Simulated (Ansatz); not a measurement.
Conformers of C3H8O2 (SMILES OCCCO), B3LYP-D3(BJ)/def2-TZVP minima from an xTB search, which can miss the lowest.
Conformer 1 (charge 0, multiplicity 1):
```csv
atom,x (Å),y (Å),z (Å)
O,1.1793,1.3802,0.1297
C,1.1517,-0.0132,0.4731
C,0.0725,-0.7906,-0.2686
C,-1.3399,-0.2841,0.0079
O,-1.5803,1.0134,-0.5146
H,1.4724,1.4623,-0.7850
H,2.1363,-0.4617,0.3043
H,0.9592,-0.0343,1.5474
H,0.1408,-1.8412,0.0343
H,0.2628,-0.7571,-1.3469
H,-1.5276,-0.3080,1.0914
H,-2.0716,-0.9425,-0.4630
H,-0.8555,1.5768,-0.2101
```
Conformer 2 (charge 0, multiplicity 1):
```xyz
13

O     -1.926     0.434     0.147
C     -1.105    -0.625    -0.332
C      0.227    -0.725     0.410
C      0.985     0.596     0.457
O      1.080     1.236    -0.817
H     -1.577     1.259    -0.207
H     -0.926    -0.509    -1.405
H     -1.677    -1.543    -0.190
H      0.837    -1.496    -0.076
H      0.056    -1.056     1.438
H      1.979     0.448     0.893
H      0.454     1.305     1.092
H      1.594     0.676    -1.409
```

Correlated levels freeze the cores. MP2 and its Hartree–Fock in cc-pVQZ are density fitted.

The values were computed with Ansatz (Gaussian orbitals). Values without a source in brackets are computed.

The energy of conformer 2 above conformer 1 is E(conformer 2) − E(conformer 1). Total energies (hartree):

```json
[
 {"level": "HF/cc-pVTZ", "conformer 2": "-268.0722788", "conformer 1": "-268.0736480"},
 {"level": "MP2/cc-pVTZ", "conformer 2": "-269.0819387", "conformer 1": "-269.0844114"},
 {"level": "HF/cc-pVQZ", "conformer 2": "-268.0922372", "conformer 1": "-268.0934950"},
 {"level": "MP2/cc-pVQZ", "conformer 2": "-269.1733299", "conformer 1": "-269.1755882"},
 {"level": "CCSD(T)/cc-pVTZ", "conformer 2": "-269.1575622", "conformer 1": "-269.1600301"}
]
```

Q: Work out the energy of conformer 2 above conformer 1 at the basis-set limit: extrapolate the MP2 correlation part as X⁻³, take Hartree–Fock from the larger set, and add the CCSD(T) − MP2 difference of cc-pVTZ.

A: 
1. Differences (1 hartree = 627.509 kcal/mol): HF/cc-pVTZ 0.859; MP2/cc-pVTZ 1.552; HF/cc-pVQZ 0.789; MP2/cc-pVQZ 1.417; CCSD(T)/cc-pVTZ 1.549.
2. Correlation parts, MP2 less HF: 0.692 in cc-pVTZ (X = 3), 0.628 in cc-pVQZ (X = 4).
3. Limit (4³·(0.628) − 3³·(0.692))/(4³ − 3³) = 0.581; with HF/cc-pVQZ it gives 1.370.
4. CCSD(T) less MP2 in cc-pVTZ: -0.003.
Result: 1.37 kcal/mol, against 1.55 at MP2/cc-pVTZ. It is an estimate of this method's limit, not of the exact value.

Ansatz is a quantum-chemistry and plane-wave program.
